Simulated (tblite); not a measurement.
C7H5F2 (doublet state).
Atom-mapped SMILES: `[CH:1]#[C:2][C@@:3]1([F:4])[CH2:5][CH:6]=[C:7]1[CH:8][F:9]` (hydrogens: H10 on C1; H11, H12 on C5; H13 on C6; H14 on C8)

The geometry is computed with GFN2-xTB (gas phase). This method treats the open shell by occupation alone, without spin polarisation.

Question: Give the optimised bond lengths and angles.

Answer: 
| bond | length (Å) | order |
| --- | --- | --- |
| C1≡C2 | 1.197 | triple |
| C2–C3 | 1.445 | single |
| C3–F4 | 1.383 | single |
| C3–C5 | 1.557 | single |
| C5–C6 | 1.494 | single |
| C6=C7 | 1.387 | double |
| C7–C8 | 1.360 | single |
| C8–F9 | 1.340 | single |
| C3–C7 | 1.526 | single |
| C1–H10 | 1.049 | single |
| C5–H11 | 1.091 | single |
| C5–H12 | 1.091 | single |
| C6–H13 | 1.071 | single |
| C8–H14 | 1.077 | single |

Orders are formal, as drawn. A selection of angles:
| angle | degrees |
| --- | --- |
| C2–C1–H10 | 179.4 |
| C1–C2–C3 | 179.1 |
| C2–C3–F4 | 109.9 |
| C2–C3–C5 | 116.1 |
| C2–C3–C7 | 115.5 |
| F4–C3–C5 | 113.2 |
| F4–C3–C7 | 113.9 |
| C5–C3–C7 | 86.7 |
| C3–C5–C6 | 86.8 |
| C3–C5–H11 | 115.2 |
| C3–C5–H12 | 112.4 |
| C6–C5–H11 | 116.6 |
| C6–C5–H12 | 115.4 |
| H11–C5–H12 | 109.1 |
| C5–C6–C7 | 94.5 |
| C5–C6–H13 | 132.1 |
| C7–C6–H13 | 133.4 |
| C6–C7–C8 | 138.3 |
| C3–C7–C6 | 91.9 |
| C3–C7–C8 | 129.7 |
| C7–C8–F9 | 121.3 |
| C7–C8–H14 | 125.1 |
| F9–C8–H14 | 113.6 |

Dihedral angles: C2–C3–C5–C6 115° (anticlinal); C3–C5–C6–C7 2° (synperiplanar); C5–C6–C7–C8 178° (antiperiplanar); C6–C7–C8–F9 0° (synperiplanar); C2–C3–C7–C6 -116° (anticlinal).

The 7 C–C bonds span 1.197 Å (C1≡C2, drawn triple in a drawing that doesn't fit all lengths) to 1.557 Å (C3–C5, drawn single in a drawing that doesn't fit all lengths), a spread of 0.360 Å. The 4-membered ring C3–C5–C6–C7 has internal angles of 86.7° to 94.5°; it is almost planar, 0.01 Å rms from its mean plane, widest ring torsion 2°. C8 (carbon bonded to C, F and H) is planar (angles 125.1°, 121.3° and 113.6°, sum 360.0°, 0.00 Å off the plane of its three neighbours). The 2 C–F bonds span 1.340 Å (C8–F9, drawn single in a drawing that doesn't fit all lengths) to 1.383 Å (C3–F4, drawn single in a drawing that doesn't fit all lengths), a spread of 0.043 Å. C7 (carbon bonded to 3 C) is planar (angles 138.3°, 129.7° and 91.9°, sum 360.0°, 0.00 Å off the plane of its three neighbours). C6 (carbon bonded to 2 C and H) is planar (angles 133.4°, 132.1° and 94.5°, sum 360.0°, 0.00 Å off the plane of its three neighbours).

Point group: C1 (no symmetry element, even within 0.4 Å). Its GFN2-xTB frequencies are all real (lowest 81 cm⁻¹).

One conformer stands for the species.
